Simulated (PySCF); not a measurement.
# Name the molecule from its bond curve

A diatomic of charge 0 contains Ir. Its quartet curve at ROHF-CCSD in a triple-zeta basis (scalar-relativistic core potentials, PySCF), in eV from the separated fragments:

(R (Å), E (eV)): (1.539, -2.989), (1.607, -3.689), (1.659, -3.937), (1.710, -4.010), (1.761, -3.951), (1.830, -3.725), (1.915, -3.286), (2.018, -2.642)

The fit gives ωe = 957 cm⁻¹ and the rotational constant Bₑ = 0.3901 cm⁻¹.

Task: Which atom is the partner?

Result: The minimum lies at 1.710 Å, so the reduced mass is 16.8576 u Å² cm⁻¹/(Bₑ·Re²) = 14.78 u. With Ir at 192.96 u the partner weighs about 16.0 u: O. The molecule is IrO.

Correlated steps freeze 1 core orbital. Spin–orbit coupling is left out. With d or f electrons several states lie close, and the lowest PBE0 determinant need not be the measured ground state.
